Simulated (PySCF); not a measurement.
Ce⁵²⁺ (cerium, charge +52): Hartree-Fock from Schrödinger to Dirac-Coulomb-Breit

Occupied: 1s1/2, 2s1/2, 2p1/2. Hartree-Fock calculated with PySCF 2.14 in an uncontracted even-tempered set (19 s from 10 bohr⁻², ratio 2.3; 15 p from 12 bohr⁻², ratio 2.3), Gaussian nucleus throughout. NR is non-relativistic, sf-X2C the spin-free one-electron X2C Hamiltonian, X2C adds the bare one-electron spin-orbit term, X2C-SNSO screens it by Boettger's factors, DC is four-component Dirac-Coulomb, and the Gaunt and Breit terms are added at first order (total energies over the DC spinors, levels after relaxing the spinors in that mean field). QED terms are absent. Levels marked empty are virtual spinors of this ion.

```json
{"Hamiltonian": "X2C", "E (hartree)": "-5110.9026"}
{"Hamiltonian": "X2C-SNSO", "E (hartree)": "-5109.9070"}
{"Hamiltonian": "DC", "E (hartree)": "-5111.8226"}
{"Hamiltonian": "DC+Gaunt", "E (hartree)": "-5107.1201"}
{"Hamiltonian": "DC+Breit", "E (hartree)": "-5107.3640"}
```

```csv
level (eV),X2C,X2C-SNSO,DC,DC+Gaunt,DC+Breit
1s1/2,-45494.0,-45495.2,-45525.0,-45430.4,-45433.5
2s1/2,-10740.7,-10741.1,-10744.9,-10735.4,-10736.3
2p1/2,-10569.5,-10556.2,-10559.6,-10539.9,-10542.3
2p3/2 (empty),-9802.2,-9807.6,-9808.2,-9798.5,-9800.8
3s1/2 (empty),-4481.1,-4481.2,-4482.1,-4479.5,-4479.8
```

Problem. How large are the two-electron picture-change error of X2C and the Breit correction in the total energy?

Solution. X2C-1e lies 0.9200 hartree above Dirac-Coulomb; Gaunt adds 4.7025 and the full Breit term 4.4586 hartree.

Weight of the small component: 1s1/2 0.0463, 2s1/2 0.0109, 2p1/2 0.0108, 2p3/2 0.0102, 3s1/2 0.00446.

Koopmans' value for the highest occupied level at DC+Breit: 10542.3 eV, against an ionisation energy of 10542 ± 4 eV (theoretical estimate listed by NIST; NIST Atomic Spectra Database, ionization energies); the former lacks relaxation, correlation, QED and recoil.

The whole ladder took 120 s of wall time on 1 thread of Neoverse-V1 (shared host), launched as `OMP_NUM_THREADS=1 python relrun2.py TASK.json OUT` (a driver that calls PySCF for each Hamiltonian).
